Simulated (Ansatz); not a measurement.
Geometry optimisation, RKS BLYP-D4/def2-SVP (Ansatz).

The input (input.yaml):

```yaml
crystal:
  periodic: [false, false, false]
  atoms:
    - { symbol: Sn, position_ang: [0.214024, -0.012715, -0.046863] }
    - { symbol: O, position_ang: [0.873853, -0.107949, 1.816623] }
    - { symbol: H, position_ang: [0.214981, -0.174067, 2.538618] }
    - { symbol: H, position_ang: [1.929332, 0.020838, -0.175063] }
    - { symbol: H, position_ang: [-0.698029, 1.423916, -0.411751] }
    - { symbol: H, position_ang: [-0.644461, -1.431423, -0.571064] }
basis:
  gaussian: { orbitals: def2-SVP }
hamiltonian:
  xc: blyp
  dispersion: d4
relax:
  f_tol: 0.03
  max_steps: 50
```

Launched with:

```bash
$ ansatz run input.yaml --threads 1 --pin off --max-ram 2048MiB --backend cpu --events-out ev --progress --plain --runs-dir out
```

Question: Where does it end, and by what steps?

Answer: The run converged. After 5 steps the energy has fallen by 0.470 eV; H4 moved furthest, 0.50 Å.

```
step  energy less start (eV)  largest force component (eV/Å)  accepted
   0                  0.0000                           1.731       yes
   1                 -0.3062                           0.597       yes
   2                 -0.4438                           0.498       yes
   3                 -0.4681                           0.230       yes
   4                 -0.4696                           0.041       yes
   5                 -0.4697                           0.011       yes
```

```xyz
6
Properties=species:S:1:pos:R:3
Sn 0.347 -0.017 0.032
O 0.781 -0.125 2.009
H -0.043 -0.171 2.535
H 1.919 0.053 -0.677
H -0.583 1.418 -0.291
H -0.532 -1.438 -0.458
```

Whether the end is a true minimum wasn't checked by a vibrational analysis.

Run time: 7.7 s on 1 thread of Arm Neoverse V2, with other jobs on the host, peak memory 0.094 GiB.
